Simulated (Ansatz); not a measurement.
```yaml
crystal:
  periodic: [false, false, false]
  atoms:
    - {symbol: Si, position_ang: [-0.590024, -1.682507, 1.356837]}
    - {symbol: Si, position_ang: [0.784715, -1.164358, -0.470369]}
    - {symbol: O, position_ang: [0.796892, 0.481078, -0.847358]}
    - {symbol: C, position_ang: [1.023516, 1.409078, 0.231416]}
    - {symbol: S, position_ang: [-0.560721, 1.836306, 0.987758]}
    - {symbol: In, position_ang: [-1.339880, 1.602562, -1.342941]}
    - {symbol: H, position_ang: [-2.008086, -1.325187, 1.113578]}
    - {symbol: H, position_ang: [-0.493813, -3.166739, 1.500034]}
    - {symbol: H, position_ang: [-0.079888, -1.066671, 2.606680]}
    - {symbol: H, position_ang: [2.190329, -1.567520, -0.188250]}
    - {symbol: H, position_ang: [0.326400, -1.809951, -1.725573]}
    - {symbol: H, position_ang: [1.508134, 2.280667, -0.210596]}
    - {symbol: H, position_ang: [1.690986, 0.974033, 0.981729]}
    - {symbol: H, position_ang: [-0.720033, 2.805172, -2.396305]}
    - {symbol: H, position_ang: [-2.528508, 0.394036, -1.596640]}
basis:
  gaussian: {orbitals: def2-SVPD, fitting: {mean_field: cc-pVTZ-jkfit}}
total_charge: -2
magnetization: {spin_polarized: true, initial_magnetization: 0}
hamiltonian: {xc: {name: wPBEh}, pseudopotentials: {relativity: scalar}}
scf: {lower_state_search: off}
output: {forces: true}
```

```sh
$ ansatz run in.yaml --threads 2 --pin off --events-out ev --progress --plain --max-ram 32768MiB --backend cpu
```

(1) How does Ansatz answer? (Estimate.)

Answers

(1) Computed: The input was rejected before any iteration.
```
Functional definition: wPBEh
Error: <dir> the basis set cc-pVTZ-JKFIT has no functions for In
```
